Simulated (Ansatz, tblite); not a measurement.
Removing an electron: AsMe2H (C2H7As). Total charge 0; singlet. Geometry: PBE-D4/def2-SVP. Ansatz, gas phase; energy differences of separate SCF runs; the oxidised species was run as a doublet alone.

Cartesian coordinates in Å:
```
As -0.109 -1.037 -0.570
C 1.093 0.516 -0.898
H 1.978 0.424 -0.238
H 0.592 1.484 -0.703
H 1.442 0.489 -1.949
C -0.829 -0.426 1.183
H -1.703 -1.051 1.454
H -1.133 0.639 1.164
H -0.049 -0.569 1.956
H -1.284 -0.469 -1.398
```

The xTB rows come from tblite.

Task: Estimate orbital energies and vertical ionisation energies at: GFN1-xTB; GFN2-xTB; PBE-D4/def2-TZVP; r2SCAN-D4/def2-TZVP; PBE0-D4/def2-TZVP.

Result: 
```csv
level,−HOMO (eV),vertical IE (eV),−LUMO (eV),HOMO–LUMO gap (eV)
GFN1-xTB,11.20,14.83,5.35,5.84
GFN2-xTB,10.41,13.61,4.04,6.37
PBE-D4/def2-TZVP,5.77,9.00,0.21,5.56
r2SCAN-D4/def2-TZVP,6.01,9.02,-0.18,6.19
PBE0-D4/def2-TZVP,6.85,9.05,-0.60,7.45
```

Relaxing the oxidised species (PBE-D4/def2-SVP) changes its energy by -0.69 eV at PBE-D4/def2-TZVP, so the adiabatic ionisation energy to this nearest minimum is 8.31 eV. At PBE0-D4/def2-TZVP it is 8.28 eV.   Raw xTB energy differences between charge states are shifted by several eV; the methods need an empirical correction for them.
